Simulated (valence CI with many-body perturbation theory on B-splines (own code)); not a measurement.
## E1 line list for P10+

Calculated by configuration interaction combined with many-body perturbation theory (CI+MBPT): three valence electrons over a frozen Dirac-Fock core [He], radial functions for each j: 11 s, 11 p, 9 d, 7 f, 5 g, 2 h, 1 i, with the one-electron correlation potential Σ1, the two-electron term Σ2, the three-electron term Σ3, Breit, model QED; selected CI, second order for the rest, scaled by the run's own slope (own B-spline code, finite nucleus).

No measured levels were compared; by estimate levels of excited configurations hold to 0.05 to 0.15 % of their energy, terms of the ground configuration to about 0.5 %.

Lines 101 to 150 of 246 in falling wavelength, among levels below 339.01 eV, chosen from the strongest by gf and those to the six lowest levels. Wavelengths and rates use the calculated energies, so an error of 300 cm⁻¹ moves a line at 22.15 nm by 0.066 % and its rate by three times that or more. Electric multipoles are in the length gauge, E1 and E2 with the static RPA response of the core. Weak lines are less certain than strong ones. Lines between different terms over intervals too small for the method are left out, as are lines whose strength nearly cancels. The highest levels of a list are the least certain.

Names give the largest LS component (configuration and term), which can be under half, so a name can repeat, a term be missing and a line seem to break the LS rules; names also repeat where a configuration has a term twice. Letters in brackets count levels of one name in rising energy.

```
λ vac (nm)                 Upper           Lower   A (s⁻¹)  log gf  Branch %
     22.15           2p3 2D°_3/2   2s 2p2 4P_3/2  7.70e+06   -3.65       0.1
     18.86           2p3 2P°_3/2   2s 2p2 4P_3/2  9.02e+06   -3.72       0.1
     5.139        2s2 3p 2P°_1/2   2s 2p2 2D_3/2  1.68e+10   -1.88      81.1
     5.133        2s2 3p 2P°_3/2   2s 2p2 2D_3/2  1.54e+09   -2.61       7.4
     4.959         2p2 3s 2P_3/2     2p3 2P°_3/2  8.94e+10   -0.88      28.4
     4.895      2s 2p 3s 4P°_1/2   2s 2p2 2D_3/2  1.57e+08   -3.95       0.1
     4.887      2s 2p 3s 4P°_3/2   2s 2p2 2D_3/2  1.43e+08   -3.69       0.1
     4.795  2s 2p 3s 2P°_1/2 [a]   2s 2p2 2D_3/2  1.45e+11   -1.00      71.2
     4.785         2p2 3s 2P_1/2     2p3 2D°_3/2  1.59e+11   -0.96      50.6
     4.780  2s 2p 3s 2P°_3/2 [a]   2s 2p2 2D_5/2  1.38e+11   -0.72      64.5
     4.780  2s 2p 3s 2P°_3/2 [a]   2s 2p2 2D_3/2  1.45e+10   -1.70       6.8
     4.773         2p2 3s 2P_3/2     2p3 2D°_5/2  1.47e+11   -0.70      46.8
     4.745  2s 2p 3d 2D°_5/2 [a]   2s 2p2 2P_3/2  1.17e+11   -0.63      11.0
     4.742  2s 2p 3s 2P°_3/2 [b]   2s 2p2 2P_3/2  1.59e+11   -0.67      41.0
     4.736  2s 2p 3d 2D°_3/2 [a]   2s 2p2 2P_1/2  1.42e+11   -0.72      17.2
     4.731  2s 2p 3s 2P°_1/2 [b]   2s 2p2 2P_1/2  1.47e+11   -1.01      38.6
     4.717         2p2 3s 4P_1/2     2p3 4S°_3/2  1.40e+11   -1.03      95.3
     4.709         2p2 3s 4P_3/2     2p3 4S°_3/2  1.42e+11   -0.73      95.3
     4.698         2p2 3s 4P_5/2     2p3 4S°_3/2  1.44e+11   -0.54      95.0
     4.678  2s 2p 3s 2P°_3/2 [b]   2s 2p2 2S_1/2  7.59e+10   -1.00      19.6
     4.636  2s 2p 3d 2P°_3/2 [a]   2s 2p2 2P_3/2  1.22e+11   -0.80      11.9
     4.620         2s2 3s 2S_1/2  2s2 2p 2P°_3/2  1.52e+11   -1.01      67.0
     4.617  2s 2p 3d 2P°_1/2 [a]   2s 2p2 2P_1/2  2.64e+11   -0.77      25.1
     4.600         2s2 3s 2S_1/2  2s2 2p 2P°_1/2  7.48e+10   -1.32      33.0
     4.592      2s 2p 3s 4P°_3/2   2s 2p2 4P_5/2  1.22e+11   -0.81      45.0
     4.588      2s 2p 3s 4P°_1/2   2s 2p2 4P_3/2  2.23e+11   -0.85      83.1
     4.582      2s 2p 3s 4P°_3/2   2s 2p2 4P_3/2  3.52e+10   -1.35      13.0
     4.581      2s 2p 3s 4P°_1/2   2s 2p2 4P_1/2  4.52e+10   -1.55      16.8
     4.580      2s 2p 3s 4P°_5/2   2s 2p2 4P_5/2  1.91e+11   -0.44      69.6
     4.575  2s 2p 3d 2P°_3/2 [a]   2s 2p2 2S_1/2  8.72e+11    0.04      84.8
     4.575      2s 2p 3s 4P°_3/2   2s 2p2 4P_1/2  1.13e+11   -0.85      41.8
     4.569      2s 2p 3s 4P°_5/2   2s 2p2 4P_3/2  8.32e+10   -0.81      30.4
     4.567  2s 2p 3d 2P°_1/2 [a]   2s 2p2 2S_1/2  7.12e+11   -0.35      67.5
     4.554      2s 2p 3d 4F°_3/2   2s 2p2 2D_3/2  4.95e+09   -2.21      26.7
     4.550      2s 2p 3d 4F°_5/2   2s 2p2 2D_3/2  3.47e+08   -3.19       1.1
     4.508      2s 2p 3d 4D°_1/2   2s 2p2 2D_3/2  1.08e+09   -3.18       0.1
     4.508      2s 2p 3d 4D°_3/2   2s 2p2 2D_3/2  3.49e+10   -1.37       1.8
     4.507      2s 2p 3d 4D°_5/2   2s 2p2 2D_5/2  8.99e+10   -0.78       5.2
     4.507      2s 2p 3d 4D°_5/2   2s 2p2 2D_3/2  1.26e+10   -1.64       0.7
     4.501  2s 2p 3d 2D°_3/2 [a]   2s 2p2 2D_3/2  4.76e+11   -0.24      57.9
     4.501  2s 2p 3s 2P°_1/2 [a]   2s 2p2 4P_3/2  1.86e+08   -3.95       0.1
     4.499  2s 2p 3d 2D°_5/2 [a]   2s 2p2 2D_5/2  3.61e+11   -0.18      34.1
     4.499  2s 2p 3d 2D°_5/2 [a]   2s 2p2 2D_3/2  5.93e+10   -0.97       5.6
     4.497  2s 2p 3s 2P°_3/2 [a]   2s 2p2 4P_5/2  9.33e+07   -3.95       0.0
     4.496  2s 2p 3s 2P°_1/2 [b]   2s 2p2 2D_3/2  1.23e+11   -1.13      32.3
     4.496  2s 2p 3s 2P°_3/2 [b]   2s 2p2 2D_5/2  1.37e+11   -0.78      35.4
     4.495  2s 2p 3s 2P°_3/2 [b]   2s 2p2 2D_3/2  1.59e+09   -2.71       0.4
     4.487  2s 2p 3s 2P°_3/2 [a]   2s 2p2 4P_3/2  1.81e+08   -3.66       0.1
     4.485      2s 2p 3d 4P°_5/2   2s 2p2 2D_5/2  5.19e+10   -1.03       4.3
     4.485      2s 2p 3d 4P°_5/2   2s 2p2 2D_3/2  9.56e+09   -1.76       0.8
```

(1) How does gf follow from A for the line at 4.580 nm?

## Answers

(1) gf = 1.4992 × (2J+1)_upper × A / σ², with σ = 2183534 cm⁻¹ and 2J+1 = 6: gf = 0.360.
